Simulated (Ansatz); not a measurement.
`F[Si](F)(Cl)S[SiH2]Cl` and `F[Si](F)(Cl)[SiH](Cl)Cl` differ in one atom or group.

Ansatz, PBE0-D4/def2-TZVP geometries, multiplicity 1. Each molecule was computed in one conformer, which needn't be the lowest.

```csv
property,`F[Si](F)(Cl)S[SiH2]Cl`
size of the dipole moment (PBE/def2-TZVPP) / D,1.45
LUMO energy (PBE0/def2-TZVPP) / eV,-0.50
HOMO energy (PBE0/def2-TZVPP) / eV,-8.47
HOMO energy (ωB97M-V/def2-TZVPP) / eV,-10.62
HOMO–LUMO gap (PBE/def2-TZVPP) / eV,5.82
size of the dipole moment (ωB97M-V/def2-TZVPP) / D,1.55
```

(1) What does the change do to each property? (Best estimate.)

Results:

(1) Ansatz gave: 
| property | `F[Si](F)(Cl)[SiH](Cl)Cl` | shift |
| --- | --- | --- |
| size of the dipole moment (PBE/def2-TZVPP) / D | 0.87 | -0.58 |
| LUMO energy (PBE0/def2-TZVPP) / eV | -1.06 | -0.56 |
| HOMO energy (PBE0/def2-TZVPP) / eV | -8.82 | -0.35 |
| HOMO energy (ωB97M-V/def2-TZVPP) / eV | -10.86 | -0.24 |
| HOMO–LUMO gap (PBE/def2-TZVPP) / eV | 5.62 | -0.20 |
| size of the dipole moment (ωB97M-V/def2-TZVPP) / D | 0.94 | -0.61 |

With PBE0 the HOMO falls by 0.35 eV and the LUMO falls by 0.56 eV, so the gap narrows by about 0.21 eV. PBE moves the HOMO by -0.31 eV and ωB97M-V by -0.24 eV. Dipoles are sizes alone; their direction can turn.
